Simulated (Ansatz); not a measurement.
A structure relaxed at PBE0-D4/def2-TZVP, charge 0, multiplicity 1:

```xyz
8

F     0.569    1.987    1.559
Ga    1.088    1.339    0.032
Cl    2.626    2.304   -1.023
O     0.303   -0.103   -0.574
Si   -0.879   -1.141   -0.099
H    -2.150   -0.411    0.149
H    -0.480   -1.849    1.146
H    -1.076   -2.127   -1.189
```

Question: Give its formula and SMILES.

Answer: ClFGaH3OSi, `[F][Ga]([Cl])[O][SiH3]`.

Question: Summarise the bond lengths by kind.

Answer: 1 × F–Ga 1.738 Å; 1 × Cl–Ga 2.100 Å; 1 × Ga–O 1.750 Å; 1 × O–Si 1.644 Å; 3 × H–Si 1.483 to 1.487 Å.

Computed with Ansatz.
